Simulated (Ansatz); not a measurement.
Ansatz (an electronic-structure program) input (B3LYP-D3(BJ)/def2-TZVP):

Ansatz 0.2 input:
```yaml
crystal:
  periodic: [false, false, false]
  atoms:
    - {symbol: Fe, position_ang: [-0.00000000, -0.00000000, -1.35066566]}
    - {symbol: Br, position_ang: [0.00000000, 0.00000000, 1.00335163]}
basis:
  gaussian:
    orbitals: def2-TZVP
hamiltonian:
  xc: b3lyp
  dispersion: d3bj
magnetization: {spin_polarized: true, initial_magnetization: 5}
phonons: {temperatures: {t_min: 298.15, t_max: 298.15, t_step: 100}}
```

Output:

```
Functional definition: B3LYP
integrals: 0.04 GiB planned
804 factors; integrals over basis functions are off by at most 2.6e-4 eV
mean field: 0.60 GiB planned
mean field evaluation 1: about -104415.5325 eV, gradient 8.5e1 eV
mean field evaluation 2: about -103978.0289 eV, gradient 2.7e2 eV
mean field evaluation 4: about -104422.3040 eV, gradient 5.4e1 eV
mean field evaluation 8: about -104435.7771 eV, gradient 4.5e-1 eV
mean field evaluation 16: about -104435.8248 eV, gradient 2.3e-3 eV
mean field evaluation 32: about -104435.5980 eV, gradient 5.1e0 eV
mean field -104435.82484004 eV, -3837.9457737269 hartree, gradient 1.7e-5 eV, S^2 8.754824; 2 other end points of the search recorded, 0 dependent functions left out
the calculation of the forces begins
reference -104435.82502633 eV, -3837.9457805729 hartree; 33, 28 occupied and 60, 65 virtual orbitals, 804 factors
these checks for a lower state are left out or cut short: stability, starts, cluster_reference, orbital_swaps, neighbouring_geometries, increment
integrals: 0.04 GiB planned
804 factors; integrals over basis functions are off by at most 2.6e-4 eV
mean field: 0.60 GiB planned
mean field -104435.82484003 eV, -3837.9457737266 hartree, gradient 4.1e-7 eV, S^2 8.754824; 0 other end points of the search recorded, 0 dependent functions left out
the calculation of the forces begins
reference -104435.82502632 eV, -3837.9457805726 hartree; 33, 28 occupied and 60, 65 virtual orbitals, 804 factors
these checks for a lower state are left out or cut short: stability, starts, cluster_reference, orbital_swaps, neighbouring_geometries, increment
integrals: 0.04 GiB planned
804 factors; integrals over basis functions are off by at most 2.6e-4 eV
mean field: 0.60 GiB planned
mean field -104435.82484003 eV, -3837.9457737266 hartree, gradient 4.1e-7 eV, S^2 8.754824; 0 other end points of the search recorded, 0 dependent functions left out
the calculation of the forces begins
reference -104435.82502632 eV, -3837.9457805726 hartree; 33, 28 occupied and 60, 65 virtual orbitals, 804 factors
these checks for a lower state are left out or cut short: stability, starts, cluster_reference, orbital_swaps, neighbouring_geometries, increment
integrals: 0.04 GiB planned
804 factors; integrals over basis functions are off by at most 2.6e-4 eV
mean field: 0.60 GiB planned
mean field -104435.82484003 eV, -3837.9457737266 hartree, gradient 4.1e-7 eV, S^2 8.754824; 0 other end points of the search recorded, 0 dependent functions left out
the calculation of the forces begins
reference -104435.82502632 eV, -3837.9457805726 hartree; 33, 28 occupied and 60, 65 virtual orbitals, 804 factors
these checks for a lower state are left out or cut short: stability, starts, cluster_reference, orbital_swaps, neighbouring_geometries, increment
integrals: 0.04 GiB planned
804 factors; integrals over basis functions are off by at most 2.6e-4 eV
mean field: 0.60 GiB planned
mean field evaluation 64: about -104435.8248 eV, gradient 4.9e-5 eV
mean field -104435.82484003 eV, -3837.9457737266 hartree, gradient 4.1e-7 eV, S^2 8.754824; 0 other end points of the search recorded, 0 dependent functions left out
the calculation of the forces begins
reference -104435.82502632 eV, -3837.9457805726 hartree; 33, 28 occupied and 60, 65 virtual orbitals, 804 factors
these checks for a lower state are left out or cut short: stability, starts, cluster_reference, orbital_swaps, neighbouring_geometries, increment
integrals: 0.04 GiB planned
804 factors; integrals over basis functions are off by at most 2.6e-4 eV
mean field: 0.60 GiB planned
mean field -104435.82482599 eV, -3837.9457732106 hartree, gradient 1.3e-6 eV, S^2 8.754829; 0 other end points of the search recorded, 0 dependent functions left out
the calculation of the forces begins
reference -104435.82501221 eV, -3837.9457800539 hartree; 33, 28 occupied and 60, 65 virtual orbitals, 804 factors
these checks for a lower state are left out or cut short: stability, starts, cluster_reference, orbital_swaps, neighbouring_geometries, increment
integrals: 0.04 GiB planned
804 factors; integrals over basis functions are off by at most 2.7e-4 eV
mean field: 0.60 GiB planned
mean field -104435.82479339 eV, -3837.9457720124 hartree, gradient 1.2e-6 eV, S^2 8.754820; 0 other end points of the search recorded, 0 dependent functions left out
the calculation of the forces begins
reference -104435.82497975 eV, -3837.9457788611 hartree; 33, 28 occupied and 60, 65 virtual orbitals, 804 factors
these checks for a lower state are left out or cut short: stability, starts, cluster_reference, orbital_swaps, neighbouring_geometries, increment
integrals: 0.04 GiB planned
804 factors; integrals over basis functions are off by at most 2.6e-4 eV
mean field: 0.60 GiB planned
mean field -104435.82484003 eV, -3837.9457737266 hartree, gradient 4.1e-7 eV, S^2 8.754824; 0 other end points of the search recorded, 0 dependent functions left out
the calculation of the forces begins
reference -104435.82502632 eV, -3837.9457805726 hartree; 33, 28 occupied and 60, 65 virtual orbitals, 804 factors
these checks for a lower state are left out or cut short: stability, starts, cluster_reference, orbital_swaps, neighbouring_geometries, increment
integrals: 0.04 GiB planned
804 factors; integrals over basis functions are off by at most 2.6e-4 eV
mean field: 0.60 GiB planned
mean field -104435.82484003 eV, -3837.9457737266 hartree, gradient 4.1e-7 eV, S^2 8.754824; 0 other end points of the search recorded, 0 dependent functions left out
the calculation of the forces begins
reference -104435.82502632 eV, -3837.9457805726 hartree; 33, 28 occupied and 60, 65 virtual orbitals, 804 factors
these checks for a lower state are left out or cut short: stability, starts, cluster_reference, orbital_swaps, neighbouring_geometries, increment
integrals: 0.04 GiB planned
804 factors; integrals over basis functions are off by at most 2.6e-4 eV
mean field: 0.60 GiB planned
mean field evaluation 96: about -104435.7782 eV, gradient 2.0e-1 eV
mean field -104435.82484003 eV, -3837.9457737266 hartree, gradient 4.1e-7 eV, S^2 8.754824; 0 other end points of the search recorded, 0 dependent functions left out
the calculation of the forces begins
reference -104435.82502632 eV, -3837.9457805726 hartree; 33, 28 occupied and 60, 65 virtual orbitals, 804 factors
these checks for a lower state are left out or cut short: stability, starts, cluster_reference, orbital_swaps, neighbouring_geometries, increment
integrals: 0.04 GiB planned
804 factors; integrals over basis functions are off by at most 2.6e-4 eV
mean field: 0.60 GiB planned
mean field -104435.82484003 eV, -3837.9457737266 hartree, gradient 4.1e-7 eV, S^2 8.754824; 0 other end points of the search recorded, 0 dependent functions left out
the calculation of the forces begins
reference -104435.82502632 eV, -3837.9457805726 hartree; 33, 28 occupied and 60, 65 virtual orbitals, 804 factors
these checks for a lower state are left out or cut short: stability, starts, cluster_reference, orbital_swaps, neighbouring_geometries, increment
integrals: 0.04 GiB planned
804 factors; integrals over basis functions are off by at most 2.7e-4 eV
mean field: 0.60 GiB planned
mean field -104435.82479339 eV, -3837.9457720124 hartree, gradient 1.2e-6 eV, S^2 8.754820; 0 other end points of the search recorded, 0 dependent functions left out
the calculation of the forces begins
reference -104435.82497975 eV, -3837.9457788611 hartree; 33, 28 occupied and 60, 65 virtual orbitals, 804 factors
these checks for a lower state are left out or cut short: stability, starts, cluster_reference, orbital_swaps, neighbouring_geometries, increment
integrals: 0.04 GiB planned
804 factors; integrals over basis functions are off by at most 2.6e-4 eV
mean field: 0.60 GiB planned
mean field -104435.82482599 eV, -3837.9457732106 hartree, gradient 1.3e-6 eV, S^2 8.754829; 0 other end points of the search recorded, 0 dependent functions left out
the calculation of the forces begins
reference -104435.82501221 eV, -3837.9457800539 hartree; 33, 28 occupied and 60, 65 virtual orbitals, 804 factors
Total energy: -104435.89701356 eV, -3837.9484260549 hartree
Atom 0 at    -0.000000    -0.000000    -1.350666 Å, force    -0.000000    -0.000000     0.002833 eV/Å
Atom 1 at     0.000000     0.000000     1.003352 Å, force     0.000000     0.000000    -0.002833 eV/Å
Dipole moment:     0.000000     0.000000    -0.538393 e Å
Vibrations: 283.58 cm⁻¹, zero-point energy 0.017580 eV
```

The spin state was set by rule; other spins were not relaxed.
